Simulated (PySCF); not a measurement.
## Spin states and ions at one geometry of ReH6

PySCF 2.14.0, UKS TPSS, Re def2-SVP with ECP60, H def2-SVP; non-relativistic Hamiltonian with scalar-relativistic core potentials where named; density fitting; no spin-orbit coupling; singlets restricted, open shells unrestricted. The geometry is relaxed for charge 0, doublet, vacuum:

```xyz
7

Re    0.0000    0.0000   -0.1209
H     1.0528    0.0000    1.1634
H    -0.5264    0.9118    1.1634
H    -0.5264   -0.9118    1.1634
H     1.5472    0.0000   -0.7471
H    -0.7736    1.3400   -0.7471
H    -0.7736   -1.3399   -0.7471
```

Energies count from the relaxed state; an electron taken off or put on is at rest in vacuum. Charges and spins are Mulliken's.

Order these states by energy, lowest first.
A. charge 0, doublet, vacuum
B. charge +1, singlet, vacuum
C. charge +1, triplet, vacuum
D. charge 0, quartet, vacuum
E. charge -1, triplet, vacuum

E (-1.54 eV), A (0.00 eV), D (3.63 eV), B (7.77 eV), C (11.56 eV).

How do charge and spin on the first atom follow?


```
                     state  spin squared  charge on Re1 (e)  spin on Re1 (e)  dipole about the centre of mass (D)
 charge 0, doublet, vacuum          0.75               0.55             0.85                                 0.18
 charge 0, quartet, vacuum          3.76               0.52             1.75                                 0.34
charge +1, singlet, vacuum          0.00               0.76             0.00                                 0.59
charge +1, triplet, vacuum          2.01               0.78             0.88                                 0.42
charge -1, triplet, vacuum          2.01               0.00             1.86                                 0.58
```

With an electron taken off (singlet, the lower of the two states computed) the charges change, summed by element, by Re +0.21 e, H +0.79 e. The vertical ionisation energy is 7.77 eV, against −ε(HOMO) = 4.78 eV over both spins of the relaxed state. The level lies 3.0 eV too high, as is usual for semilocal functionals and global hybrids, which keep a self-interaction error.

With an electron put on (triplet) the charges change, summed by element, by Re -0.55 e, H -0.45 e. The vertical electron affinity is 1.54 eV, against −ε(LUMO) = 4.26 eV over both spins of the relaxed state. The basis has no diffuse functions, which an added electron needs. The added electron's level lies above zero.

Open shells may have lower solutions than those found.

No frequency check is given that shows the relaxed geometry to be a minimum.
